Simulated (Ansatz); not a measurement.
`[SiH3]Cl` and `Cl[SiH2][SeH]` differ in one atom or group.

Ansatz, PBE0-D4/def2-TZVP geometries, multiplicity 1. Each molecule was computed in one conformer, which needn't be the lowest.

Scalar relativity is left out up to krypton.

```tsv
property	`[SiH3]Cl`
LUMO energy (ωB97M-V/def2-TZVPP) / eV	1.70
size of the dipole moment (ωB97M-V/def2-TZVPP) / D	1.24
size of the dipole moment (PBE/def2-TZVPP) / D	1.16
HOMO energy (PBE0/def2-TZVPP) / eV	-9.03
HOMO–LUMO gap (PBE/def2-TZVPP) / eV	6.68
LUMO energy (B3LYP/def2-TZVPP) / eV	-0.31
```

What does the change do to each property? (Best estimate.)

The calculation gave: 
```csv
property,`Cl[SiH2][SeH]`,shift
LUMO energy (ωB97M-V/def2-TZVPP) / eV,1.49,-0.21
size of the dipole moment (ωB97M-V/def2-TZVPP) / D,1.58,0.34
size of the dipole moment (PBE/def2-TZVPP) / D,1.48,0.32
HOMO energy (PBE0/def2-TZVPP) / eV,-7.34,1.69
HOMO–LUMO gap (PBE/def2-TZVPP) / eV,4.93,-1.75
LUMO energy (B3LYP/def2-TZVPP) / eV,-0.58,-0.27
```

With PBE0 the HOMO rises by 1.69 eV and the LUMO falls by 0.28 eV, so the gap narrows by about 1.97 eV. PBE moves the HOMO by 1.48 eV and ωB97M-V by 1.77 eV. The zero-point energy changes by 1.8 kJ/mol with +3 modes. Dipoles are sizes alone; their direction can turn.

B3LYP here is the variant with VWN-RPA as its local correlation; programs differ in this.

Spin–orbit coupling is left out; it splits and shifts lone-pair levels of the heavy atoms by tenths of an eV.
